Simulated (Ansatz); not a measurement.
A series at Si: from `Br[Si](Br)(Br)Br`, ligands are replaced one by one, each step taking up H₂ and setting free HBr; n counts the steps. Ansatz, PBE0-D4/def2-TZVP geometries.

```
n            molecule  HOMO energy, ωB97M-V/def2-TZVPP (eV)
0  `Br[Si](Br)(Br)Br`                                -10.88
1     `Br[SiH](Br)Br`                                     ?
2        `Br[SiH2]Br`                                -10.83
3          `[SiH3]Br`                                -10.69
4                SiH₄                                -12.14
```

**Question.** By hand: fit a straight line y = ȳ + b (n − n̄) to the 4 given rows and predict n = 1.

**Answer.** n̄ = 2.250, ȳ = -11.135; Σ(n − n̄)(y − ȳ) = -2.075, Σ(n − n̄)² = 8.750, so b = -0.237 eV a step. Prediction: -11.135 + (-0.237) × (-1.250) = -10.84 eV.

**Question.** By hand: compare with the computed value, -10.76 eV, and give the steps along the whole series.

**Answer.** The line misses by 0.08 eV (computed minus predicted). Steps: 0.12, -0.07, 0.14, -1.45 eV.

The steps change sign along the series, so a line is a poor guide. The highest orbital can change its character along such a series. The miss is 5.5 % of the series' range.

Spin–orbit coupling is left out; it splits and shifts lone-pair levels of the heavy atoms by tenths of an eV.
